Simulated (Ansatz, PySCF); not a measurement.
Spin states of H2O2W (SMILES [OH][W][OH]), each relaxed with B3LYP-D3(BJ)/def2-TZVP.
State 1 (charge 0, multiplicity 3):
```xyz
5

W     -0.01043     0.00584    -0.01110
O      1.32375     0.25706    -1.24378
H      2.01836     0.38795    -1.88621
O     -1.34495    -0.24522     1.22124
H     -2.04039    -0.37589     1.86283
```
State 2 (charge 0, multiplicity 5):
```xyz
5

W      0.32538     0.32874     0.41770
O      1.50846     0.04907    -1.07833
H      1.34202     0.37447    -1.97102
O     -1.15046    -0.45206     1.38103
H     -2.07907    -0.27048     1.19361
```

Singlets are restricted, other states unrestricted; no spin–orbit coupling, no relativity up to Kr; see below for the cores. The largest T1 diagnostic is 0.022.

The values were computed with Ansatz (Gaussian basis) for Hartree–Fock, density functionals and correlated methods; PySCF for the dispersion terms. Values without a source in brackets are computed. In def2 rows elements past Kr take small-core potentials, without spin–orbit coupling.

Q: One of these levels gives 2.03 kcal/mol for the energy of the multiplicity-5 state less that of the multiplicity-3 state. Which?
(A) PBE0-D3(BJ)/def2-TZVPP
(B) B3LYP-D3(BJ)/def2-TZVPP
(C) r2SCAN-D3(BJ)/def2-TZVPP
(D) B97M-V/def2-TZVPP

A: C, r2SCAN-D3(BJ)/def2-TZVPP. The others give 8.14 (B97M-V/def2-TZVPP), 15.87 (B3LYP-D3(BJ)/def2-TZVPP), 7.08 (PBE0-D3(BJ)/def2-TZVPP)

Ansatz is a quantum-chemistry and plane-wave program.
